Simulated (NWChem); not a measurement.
CH4NO cation; SMILES [OH+]=CN

```xyz
7

N      0.1804    -1.1064     0.0000
C     -0.4263     0.0395     0.0000
O      0.1193     1.1927     0.0000
H      1.1960    -1.2101     0.0000
H     -0.3668    -1.9672     0.0000
H     -1.5240     0.0589     0.0000
H      1.0933     1.2186     0.0000
```
Atoms are numbered in this order, from 1.

Results from NWChem. All runs use the structure optimised with PBE0/def2-SVP. GIAO values for the isolated, static molecule; σ is the absolute isotropic shielding, δ = σ(reference) − σ with the isolated reference molecule computed at the same levels (13C: tetramethylsilane, 1H: tetramethylsilane, 15N: ammonia, 17O: water).

Question: Estimate the computed values for LDA (Slater exchange, VWN5)/pcSseg-1. Quantities: δ N1 (ppm); δ C2 (ppm); δ O3 (ppm); δ H4 (ppm); δ H5 (ppm); δ H6 (ppm); δ H7 (ppm).

Answer: 
```yaml
"δ N1 (ppm)": 164.4
"δ C2 (ppm)": 175.3
"δ O3 (ppm)": 229.6
"δ H4 (ppm)": 6.61
"δ H5 (ppm)": 7.40
"δ H6 (ppm)": 7.83
"δ H7 (ppm)": 8.07
```
